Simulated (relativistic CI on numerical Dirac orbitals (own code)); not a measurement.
Hyperfine structure of Nb, mass number 93

Calculated at this level of theory: Dirac-Coulomb-Breit CI, orbitals from a KLI potential per configuration, QED by a radiative potential, valence Slater integrals scaled by 0.85, P86 correlation energy added to each configuration (own radial code, finite nucleus).

Configuration list (outside the closed core [Kr]): 4d⁴5s, 4d³5s², 4d⁴5p, 4d³5s5p, 4d⁵, 4d²5s²5p, 4d⁴5d, 4d²5s5p², 4d³5s4f, 4d⁴6s, 4d³5s6p, 4d³5s6s, 4d³5p², 4d³5s7s, 4d³5s5d, 4d⁴6p. Levels of other configurations are missing.

Nuclear spin I = 9/2, μ = 6.163 μN, Q = -0.32 b (tables of Stone and Pyykkö). The electronic factors are computed for point nuclear moments, without core polarisation; leaving it out makes A of s and p electrons in near-neutral atoms 20 to 40 % too small, and it can dominate for d and f shells.

```tsv
Level	E (cm⁻¹)	A (MHz)	B (MHz)
4d⁴5s ⁶D1/2	0.0	2790	
4d⁴5s ⁶D3/2	127.3	1172	-56.6
4d⁴5s ⁶D5/2	329.9	965	-41.5
4d⁴5s ⁶D7/2	597.6	921.9	18.8
4d⁴5s ⁶D9/2	921.1	926.4	119
4d³5s² ⁴F3/2	1765.1	401.5	28.5
4d³5s² ⁴F5/2	2172.5	372.6	28.8
4d³5s² ⁴F7/2	2703.4	375.5	39.4
```

Levels with J = 0, under 50 % of one LS term, or S terms without an open s electron are left out. Small factors come from cancelling terms and can be off by tens of per cent or more.

For a near-neutral ion this model can misplace configurations by up to about 10,000 cm⁻¹ (more where the count of f electrons changes) and terms by 10 to 25 % of their spread. Rates follow the energies as ν³ (E1, M1) or ν⁵ (E2), so they and the lifetimes can be off by large factors. The fine structure of a lone outer electron comes out too small, for d and f at times inverted, and misplaced configurations move strength between like terms. 18 of the 26 excited levels that our extract of the measured tables holds in this range could be paired (the sources list more); they are missed by 900 cm⁻¹ on average and 1633 at most, and levels without a partner can miss by more.

Q: Give the hyperfine levels of 4d⁴5s ⁶D1/2 relative to its centre of gravity.

A: With K = F(F + 1) − I(I + 1) − J(J + 1), E = AK/2: F = 4: -7672, F = 5: 6277 MHz.

LS names give the leading component of a level, which can be under half, so a name can repeat, a term be missing and a line seem to break the LS rules.
